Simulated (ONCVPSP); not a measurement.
# LDA (Perdew-Zunger) ONCV dataset for rhenium (Re), scalar-relativistic all-electron reference.

ONCVPSP 4.0.1 was run on this input:

```
# ATOM AND REFERENCE CONFIGURATION
# atsym  z   nc   nv     iexc    psfile
  Re 75.00   10    4        3      upf
#
#   n    l    f
    1    0    2.00
    2    0    2.00
    2    1    6.00
    3    0    2.00
    3    1    6.00
    3    2   10.00
    4    0    2.00
    4    1    6.00
    4    2   10.00
    4    3   14.00
    5    0    2.00
    5    1    6.00
    5    2    5.00
    6    0    0.50
#
# PSEUDOPOTENTIAL AND OPTIMIZATION
# lmax
    2
#
#   l,   rc,      ep,       ncon, nbas, qcut
    0    1.65    0.00    4    9    7.40
    1    1.40    0.00    3    7    4.70
    2    1.85    0.00    4    9    5.80
#
# LOCAL POTENTIAL
# lloc, lpopt,  rc(5),   dvloc0
    4    5    1.35    6.00
#
# VANDERBILT-KLEINMAN-BYLANDER PROJECTORs
# l, nproj, debl
    0    2    1.10
    1    1    1.90
    2    2    1.80
#
# MODEL CORE CHARGE
# icmod, fcfact, rcfact
    3    3.25    1.05
#
# LOG DERIVATIVE ANALYSIS
# epsh1, epsh2, depsh
   -5.00    5.00    0.04
#
# OUTPUT GRID
# rlmax, drl
    6.00    0.01
#
# TEST CONFIGURATIONS
# ncnf
    4
# nvcnf
#   n    l    f
    4
    5    0    2.00
    5    1    6.00
    5    2    5.00
    6    0    2.00
#
    4
    5    0    2.00
    5    1    6.00
    5    2    5.00
    6    0    1.00
#
    4
    5    0    2.00
    5    1    6.00
    5    2    5.00
    6    0    0.00
#
    5
    5    0    2.00
    5    1    6.00
    5    2    4.00
    6    0    2.00
    6    1    1.00
#
```

Command:

```bash
oncvpsp.x < Re.dat > Re.out
```

Output (shortened: citation, most of the input echo, consistency checks and plot data are left out):

```
ONCVPSP  (Optimized Norm-Conservinng Vanderbilt PSeudopotential)
scalar-relativistic version 4.0.1

#   n    l    f        energy (Ha)
    1    0    2.00    -2.6319914E+03
    2    0    2.00    -4.5675085E+02
    2    1    6.00    -3.9878898E+02
    3    0    2.00    -1.0607309E+02
    3    1    6.00    -8.8985711E+01
    3    2   10.00    -6.9587219E+01
    4    0    2.00    -2.2465613E+01
    4    1    6.00    -1.6858826E+01
    4    2   10.00    -9.8253403E+00
    4    3   14.00    -2.0130097E+00
    5    0    2.00    -3.5897458E+00
    5    1    6.00    -2.1828405E+00
    5    2    5.00    -6.3845131E-01
    6    0    0.50    -6.1247682E-01

Reference configufation results
  iterations    28
  all-electron total energy (Ha)   -1.66819870D+04

Begin loop to  construct optimized pseudo wave functions
and semi-local pseudopoentials for all angular momenta

Calculating optimized projector #   1

 for l=   0

    Fraction of norm inside rc  0.950552
    Optimizing pswf for qcut=   7.40 a_B^-1,  ecut=  27.36 Ha
    Residual kinetic energy error=  5.66D-06 Ha

    Energy error per electron        Cutoff
         Ha          eV             Ha
         0.01000     0.27211       15.60
         0.00100     0.02721       20.08
         0.00010     0.00272       23.48
         0.00001     0.00027       26.92

Calculating optimized projector #   2

 for l=   0

    Fraction of norm inside rc  0.082343
    Optimizing pswf for qcut=   7.40 a_B^-1,  ecut=  27.36 Ha
    Residual kinetic energy error=  7.41D-06 Ha

    Energy error per electron        Cutoff
         Ha          eV             Ha
         0.01000     0.27211       13.48
         0.00100     0.02721       19.25
         0.00010     0.00272       23.41
         0.00001     0.00027       27.13

Calculating optimized projector #   1

 for l=   1

    Fraction of norm inside rc  0.717678
    Optimizing pswf for qcut=   4.69 a_B^-1,  ecut=  10.98 Ha
    Residual kinetic energy error=  2.45D-03 Ha

    Energy error per electron        Cutoff
         Ha          eV             Ha
         0.01000     0.27211        9.00
         0.00100     0.02721       29.78
         0.00010     0.00272       90.44

   Wellstate for l =  2  n =  7
     eigenvalue =   1.1615
     asymptotic potential =   1.6615
     half-point radius =  4.3131

Calculating optimized projector #   1

 for l=   2

    Fraction of norm inside rc  0.594096
    Optimizing pswf for qcut=   5.79 a_B^-1,  ecut=  16.77 Ha
    Residual kinetic energy error=  1.77D-04 Ha

    Energy error per electron        Cutoff
         Ha          eV             Ha
         0.01000     0.27211       11.32
         0.00100     0.02721       14.53
         0.00010     0.00272       18.55
         0.00001     0.00027       78.19

Calculating optimized projector #   2

 for l=   2

    Fraction of norm inside rc  0.081955
    Optimizing pswf for qcut=   5.79 a_B^-1,  ecut=  16.77 Ha
    Residual kinetic energy error=  2.01D-04 Ha

    Energy error per electron        Cutoff
         Ha          eV             Ha
         0.01000     0.27211       11.18
         0.00100     0.02721       14.70
         0.00010     0.00272       17.68
         0.00001     0.00027       30.51

Construct Vanderbilt / Kleinmman-Bylander projectors

B matrix Hermiticity error, ll=   0
   1   2    4.8916E-04

  Orthonormal projector coefficients  6.7755E+00 -7.6772E-01

B matrix Hermiticity error, ll=   2
   1   2   -1.6284E-04

  Orthonormal projector coefficients  1.0100E+00 -5.6368E-01

Model core correction analysis
  based on d2Exc/dn_idn_j

d2excae - all-electron derivatives

   -2.582258D-02   -2.288797D-02   -1.193596D-02   -2.500387D-03
   -2.288798D-02   -2.285093D-02   -1.520679D-02   -4.128666D-03
   -1.193633D-02   -1.520736D-02   -1.876833D-02   -1.536159D-02
   -2.500333D-03   -4.128265D-03   -1.535423D-02   -3.216544D-02

d2excps - pseudofunction derivatives with no core correction

   -4.644391D-02   -3.557895D-02   -1.570624D-02   -4.680005D-03
   -3.557988D-02   -3.181861D-02   -1.854747D-02   -5.386036D-03
   -1.570629D-02   -1.854748D-02   -2.059218D-02   -1.577133D-02
   -4.680627D-03   -5.386223D-03   -1.576473D-02   -3.254209D-02

rms 2nd derivative error    7.479225E-03

rmatch, rhocmatch    0.9177   11.1379

Teter function model core charge with specified parameters

d2excps - pseudofunction derivatives with core correction

   -3.690177D-02   -3.066300D-02   -1.472691D-02   -3.606393D-03
   -3.066298D-02   -2.895967D-02   -1.789182D-02   -4.863918D-03
   -1.472672D-02   -1.789176D-02   -2.040497D-02   -1.568056D-02
   -3.606658D-03   -4.864058D-03   -1.567395D-02   -3.241619D-02

rms 2nd derivative error    4.454159E-03

Pseudoatom total energy  -79.011718

Diagnostic tests using Vanderbilt-Kleinman-Bylander pseudopotentials
  1 or more projectors used as specified by nproj input data

   l    rcore       rmatch      e in        delta e   norm test  slope test

   0   1.6592610   1.7096397  -3.5897458   0.0000013   1.0002656   1.0002544
   0   1.6592610   1.7096397  -0.6124768   0.0000059   1.0000436   1.0000379

   1   1.4033669   1.4459762  -2.1828405   0.0001344   1.0000167   1.0001449

   2   1.8589869   1.9154298  -0.6384513   0.0000052   1.0000776   1.0001056
   2   1.8589869   1.9154298   1.1615487   0.0000321   1.0003033   1.0003033

 Testing for bound ghosts
   n   l    E NL Schr. Eq   E Basis Diag.   E Cutoff

   1   0       -3.589744       -3.589744    127.48
   2   0       -0.612471       -0.582602    127.48

   2   1       -2.182706       -2.182585     78.57

   3   2       -0.638446       -0.637045    128.17

 Testing for highly-localized positive-energy ghosts
       l    <radius>/rc     E Basis Diag.   E Cutoff

Test configuration 0

   n   l     f        eae           eps        diff
   1   0  2.0000-2631.99137973
   2   0  2.0000 -456.75084926
   2   1  6.0000 -398.78898094
   3   0  2.0000 -106.07309372
   3   1  6.0000  -88.98571144
   3   2 10.0000  -69.58721924
   4   0  2.0000  -22.46561279
   4   1  6.0000  -16.85882623
   4   2 10.0000   -9.82534034
   4   3 14.0000   -2.01300973
   5   0  2.0000   -3.58974578   -3.58974445    1.32D-06
   5   1  6.0000   -2.18284047   -2.18270604    1.34D-04
   5   2  5.0000   -0.63845131   -0.63844608    5.23D-06
   6   0  0.5000   -0.61247682   -0.61247090    5.92D-06

    Total energies and differences
      AE_ref= -1.66819870D+04  AE_tst= -1.66819870D+04  dif=  0.00D+00
      PS_ref= -7.90117183D+01  PS_tst= -7.90117183D+01  dif= -2.84D-14
      PSP excitation error=  2.84D-14

Test configuration 1

   n   l     f        eae           eps        diff
   1   0  2.0000-2631.54074663
   2   0  2.0000 -456.30357537
   2   1  6.0000 -398.34159004
   3   0  2.0000 -105.62546266
   3   1  6.0000  -88.53807862
   3   2 10.0000  -69.13983358
   4   0  2.0000  -22.01781078
   4   1  6.0000  -16.41105872
   4   2 10.0000   -9.37771682
   4   3 14.0000   -1.56548898
   5   0  2.0000   -3.14230116   -3.14062093    1.68D-03
   5   1  6.0000   -1.73490939   -1.73404750    8.62D-04
   5   2  5.0000   -0.20477564   -0.20484288   -6.72D-05
   6   0  2.0000   -0.22646386   -0.22645023    1.36D-05

    Total energies and differences
      AE_ref= -1.66819870D+04  AE_tst= -1.66826090D+04  dif= -6.22D-01
      PS_ref= -7.90117183D+01  PS_tst= -7.96338997D+01  dif= -6.22D-01
      PSP excitation error=  1.89D-04

Test configuration 2

   n   l     f        eae           eps        diff
   1   0  2.0000-2631.83069827
   2   0  2.0000 -456.59146883
   2   1  6.0000 -398.62955306
   3   0  2.0000 -105.91365359
   3   1  6.0000  -88.82627023
   3   2 10.0000  -69.42786191
   4   0  2.0000  -22.30613084
   4   1  6.0000  -16.69935802
   4   2 10.0000   -9.66592929
   4   3 14.0000   -1.85367142
   5   0  2.0000   -3.43063353   -3.42994398    6.90D-04
   5   1  6.0000   -2.02377541   -2.02333693    4.38D-04
   5   2  5.0000   -0.48540844   -0.48542883   -2.04D-05
   6   0  1.0000   -0.47781404   -0.47780057    1.35D-05

    Total energies and differences
      AE_ref= -1.66819870D+04  AE_tst= -1.66822593D+04  dif= -2.72D-01
      PS_ref= -7.90117183D+01  PS_tst= -7.92840839D+01  dif= -2.72D-01
      PSP excitation error=  8.33D-05

Test configuration 3

   n   l     f        eae           eps        diff
   1   0  2.0000-2632.16107410
   2   0  2.0000 -456.91904381
   2   1  6.0000 -398.95723207
   3   0  2.0000 -106.24128605
   3   1  6.0000  -89.15390533
   3   2 10.0000  -69.75532716
   4   0  2.0000  -22.63383128
   4   1  6.0000  -17.02702865
   4   2 10.0000   -9.99347588
   4   3 14.0000   -2.18103210
   5   0  2.0000   -3.75733091   -3.75816022   -8.29D-04
   5   1  6.0000   -2.35014691   -2.35038635   -2.39D-04
   5   2  5.0000   -0.79845072   -0.79841955    3.12D-05

    Total energies and differences
      AE_ref= -1.66819870D+04  AE_tst= -1.66816463D+04  dif=  3.41D-01
      PS_ref= -7.90117183D+01  PS_tst= -7.86709325D+01  dif=  3.41D-01
      PSP excitation error= -1.09D-04

Test configuration 4

   n   l     f        eae           eps        diff
   1   0  2.0000-2631.69616482
   2   0  2.0000 -456.46249160
   2   1  6.0000 -398.50034190
   3   0  2.0000 -105.78299042
   3   1  6.0000  -88.69559915
   3   2 10.0000  -69.29778267
   4   0  2.0000  -22.17513117
   4   1  6.0000  -16.56844164
   4   2 10.0000   -9.53525328
   4   3 14.0000   -1.72254622
   5   0  2.0000   -3.29583685   -3.28855931    7.28D-03
   5   1  6.0000   -1.88200898   -1.87636308    5.65D-03
   5   2  4.0000   -0.31953905   -0.31590517    3.63D-03
   6   0  2.0000   -0.29295367   -0.29028525    2.67D-03
   6   1  1.0000   -0.09334587   -0.09586797   -2.52D-03

    Total energies and differences
      AE_ref= -1.66819870D+04  AE_tst= -1.66824208D+04  dif= -4.34D-01
      PS_ref= -7.90117183D+01  PS_tst= -7.94501608D+01  dif= -4.38D-01
      PSP excitation error=  4.61D-03
```

The run took about 3.1 s on one core of a shared server CPU.
